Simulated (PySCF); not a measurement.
**Aluminium: a sound run and one with changed settings**

Sound run: Al²⁺ [Ne] 3s1, Al³⁺ [Ne]. Computed with PySCF 2.14 in cc-pVTZ-DK (5s4p2d1f, 34 functions), with the spin-free X2C one-electron Hamiltonian (Gaussian nucleus). The sound run starts from symmetry-adapted Hartree-Fock orbitals and uses a fine grid where one is needed.

Changed run: initial guess 1e, at most 50 SCF cycles.

```tsv
species	method	sound run (hartree)	changed run (hartree)	converged
Al²⁺	UHF	-241.46416	-241.46416	yes
Al²⁺	MN15	-241.87524	-241.87524	yes
Al²⁺	PBE	-241.75796	-241.75796	yes
Al³⁺	UHF	-240.43197	-240.43197	yes
Al³⁺	MN15	-240.84428	-240.84428	yes
Al³⁺	PBE	-240.69729	-240.69729	yes
```

Here the plain start reaches the same solutions.
